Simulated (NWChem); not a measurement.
System: C4H4ClF; SMILES C=C(F)C(=C)Cl

Input file for NWChem:

```
start job
memory heap 200 mb stack 900 mb global 1100 mb
geometry units angstroms noautoz
  C     -1.671274     1.017451     0.000000
  C     -0.339564     0.953882     0.000000
  F      0.384264     2.077758     0.000000
  C      0.504700    -0.247547     0.000000
  C      1.841273    -0.203868     0.000000
  Cl    -0.334346    -1.764608     0.000000
  H     -2.167929     1.988389     0.000000
  H     -2.263666     0.104825     0.000000
  H      2.347355     0.762050     0.000000
  H      2.435972    -1.117753     0.000000
end
basis spherical
  * library def2-svp
end
dft
  xc xcamb88 1.00 lyp 1.0 hfexch 1.00
  cam 0.33 cam_alpha 0.0 cam_beta 1.0
  iterations 150
  mulliken
end
task dft energy
```

All runs use the structure optimised with PBE0/def2-SVP.

Give the results of this calculation. (LC-BLYP (range parameter 0.33 per bohr)/def2-SVP.) Quantities: energy (Ha); highest occupied level (eV); orbital gap (eV); dipole (D).


```json
{
  "energy (Ha)": "-713.67",
  "highest occupied level (eV)": "-9.29",
  "orbital gap (eV)": "10.14",
  "dipole (D)": "0.21"
}
```
